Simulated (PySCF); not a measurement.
Identify the unknown among the candidates.

All candidates are C4H4FNS.

| technique | computed result |
| --- | --- |
| Rotational structure | rotational constants A, B, C: 5.146, 1.643, 1.255 GHz [GFN2-xTB] |
| 13C NMR | chemical shifts (computed TMS as zero) by class: 176.9 (1 C), 160.4 (1 C), 123.6 (1 C), 84.0 (1 C) ppm [GIAO PBE0/pcSseg-1] |
| 1H NMR | chemical shifts (computed TMS as zero) by class: 8.45 (1 H), 7.46 (1 H), 6.22 (2 H) ppm [GIAO PBE0/pcSseg-1] |
| NMR, other nuclei | isotropic shieldings of nuclei other than C and H, by class: -72 (1 N), 425 (1 F), 132 (1 S) ppm [GIAO PBE0/pcSseg-1] |
| Dipole | 1.25 D [B3LYP/def2-SVPD] |
| UV, first state | lowest singlet excitation: 5.46 eV (227 nm, f = 0.002) [TDDFT B3LYP/def2-SVPD] |
| Triplet | lowest triplet excitation (Tamm–Dancoff): 3.97 eV [TDA B3LYP/def2-SVPD] |
| Polarisability | 69.7 au [B3LYP/def2-SVPD] |

Electronic properties: PySCF, gas phase, density fitting. Levels stand in brackets. Geometry: GFN2-xTB, one conformer, isolated molecule. NMR values are class means; diastereotopic atoms form classes of their own.

Task: Which candidate is it?
A. `FCc1ccns1`
B. `Cc1ncc(F)s1`
C. `Cc1nc(F)cs1`

Result: A. It is `FCc1ccns1`. Numbering: `[F:1][CH2:2][c:3]1[cH:4][cH:5][n:6][s:7]1`. Its formula, C4H4FNS, gives 3 degrees of unsaturation: 1 ring and 2 π bonds in the structure found (Kekulé form). 4 carbons fall into 4 classes; from least to most shielded: substituted aromatic carbon [C3] (176.9 ppm), aromatic CH next to a ring nitrogen [C5] (160.4 ppm), aromatic CH carbon [C4] (123.6 ppm), sp3 C–F carbon [C2] (84.0 ppm). Hydrogen classes from least to most shielded: 1 H on an aromatic CH next to a ring nitrogen, C5 (8.45 ppm), 1 H on an aromatic CH carbon, C4 (7.46 ppm), 2 H on an sp3 C–F carbon, C2 (6.22 ppm). The other shieldings belong to: -72 ppm, pyridine-type nitrogen [N6]; 425 ppm, alkyl fluorine [F1]; 132 ppm, ring sulfur [S7]. S1 is mainly HOMO−2→LUMO (weight 0.98); the largest Löwdin shares of the orbital it empties are 0.64 on the pyridine-type nitrogen, 0.10 on the aromatic CH next to a ring nitrogen, 0.10 on the ring sulfur and 0.06 on the substituted aromatic carbon, of the orbital it fills 0.23 on the ring sulfur, 0.22 on the substituted aromatic carbon, 0.20 on the pyridine-type nitrogen and 0.14 on the aromatic CH next to a ring nitrogen. The optimised geometry has point group Cs and is an asymmetric top.

The others, at the same levels:
- `Cc1nc(F)cs1` fails: its computed lowest singlet excitation is 5.21 eV (238 nm, f = 0.096) (against 5.46 eV), lowest triplet excitation (Tamm–Dancoff) is 3.58 eV (against 3.97 eV) and rotational constant A is 4.133 GHz (against 5.146 GHz).
- `Cc1ncc(F)s1` fails: its computed 13C shifts are 177.4 (1 C), 159.1 (1 C), 124.9 (1 C), 23.2 (1 C) ppm, 1H shifts are 7.17 (1 H), 2.73 (3 H) ppm and smallest rotational constant is 1.349 GHz (against 1.255 GHz).

Each candidate is one conformer, not necessarily the lowest. Dipoles, sizes and rotational constants follow the conformer. The torsions of the flexible species, by atom-mapped SMILES:
- `[F:1][CH2:2][c:3]1[cH:4][cH:5][n:6][s:7]1`: F1–C2–C3–C4 0°
